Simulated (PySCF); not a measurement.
## Bond curve of CoS

Set-up: Co def2-TZVPP, S def2-TZVPP; no relativity (PySCF 2.14). Energies in eV from Co (3d7 4s2) + S in their ground configurations at the same level. State: ⁴Δ (quartet), unpaired electrons π ↑↑, δ ↑.

Curves on a restricted Hartree–Fock reference rise too fast on stretching and do not dissociate correctly.

| R (Å) | ROHF-CCSD(T) |
| --- | --- |
| 1.777 | -2.492 |
| 1.856 | -2.921 |
| 1.915 | -3.085 |
| 1.974 | -3.145 |
| 2.033 | -3.122 |
| 2.112 | -2.994 |
| 2.211 | -2.718 |
| 2.329 | -2.280 |

Q: Put a parabola through the three lowest points of the ROHF-CCSD(T) curve and estimate Re, k and ωe (reduced mass 20.73 u; 1 eV/Å² = 0.16022 mdyn/Å; ωe = 1302.8·√(k/μ) cm⁻¹).

A: Through R = 1.915, 1.974, 2.033 Å the second-order coefficient is 11.9 eV/Å², so Re ≈ 1.987 Å, k ≈ 3.82 mdyn/Å and ωe ≈ 559 cm⁻¹. A polynomial fit of higher order to the unrounded ROHF-CCSD(T) energies gives Re = 1.986 Å, k = 3.57 mdyn/Å, ωe = 541 cm⁻¹; anharmonicity and rounding make the difference.

The higher-order fit for each curve: ROHF-CCSD(T): Re = 1.986 Å, ωe = 541 cm⁻¹, De = 3.15 eV.

Correlated steps freeze 10 core orbitals. The CCSD T1 diagnostic is raised, a sign that a single reference may not be enough here. The state is the lowest single determinant that the PBE0 search found; with open d or f shells the true ground state can be another one.
